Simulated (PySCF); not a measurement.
Isomers of C10H13N, from PBE0-D3(BJ)/def2-SVP geometry optimisation, gas phase (PySCF). One conformer each, no zero-point energy, no frequencies.

Task: Which isomer lies lower at this level?
A. `[CH2:1]=[C:2]1[CH:3]=[C:4]([N:5]2[CH2:6][CH2:7][CH2:8][CH2:9]2)[C:10]1=[CH2:11]` with C3–C4–N5–C6 178°, C1–C2–C3–C4 180°, C4–N5–C6–C7 -168°, N5–C6–C7–C8 -31°, C6–C7–C8–C9 38°: A = 2787, B = 660.9, C = 545.2 MHz, dipole 4.15 D
B. `[N:1]#[C:2][CH2:3][C@@H:4]1[CH2:5][C@H:6]2[CH:7]=[CH:8][C@@H:9]1[CH2:10][CH2:11]2` with C2–C3–C4–C5 48°: A = 2059, B = 960.0, C = 898.3 MHz, dipole 3.47 D

Result: B. That is `N#CC[C@@H]1C[C@H]2C=C[C@@H]1CC2`, 37.4 kcal/mol below the other.

| SMILES | mapped SMILES | E (Eh) | relative (kcal/mol) | relative (kJ/mol) | dipole (D) |
| --- | --- | --- | --- | --- | --- |
| N#CC[C@@H]1C[C@H]2C=C[C@@H]1CC2 | [N:1]#[C:2][CH2:3][C@@H:4]1[CH2:5][C@H:6]2[CH:7]=[CH:8][C@@H:9]1[CH2:10][CH2:11]2 | -442.79242 | 0.0 | 0.0 | 3.47 |
| C=C1C=C(N2CCCC2)C1=C | [CH2:1]=[C:2]1[CH:3]=[C:4]([N:5]2[CH2:6][CH2:7][CH2:8][CH2:9]2)[C:10]1=[CH2:11] | -442.73279 | 37.4 | 156.6 | 4.15 |

As drawn, the lower has a C≡N group, which the higher lacks; the higher has a four-membered ring, which the lower lacks.
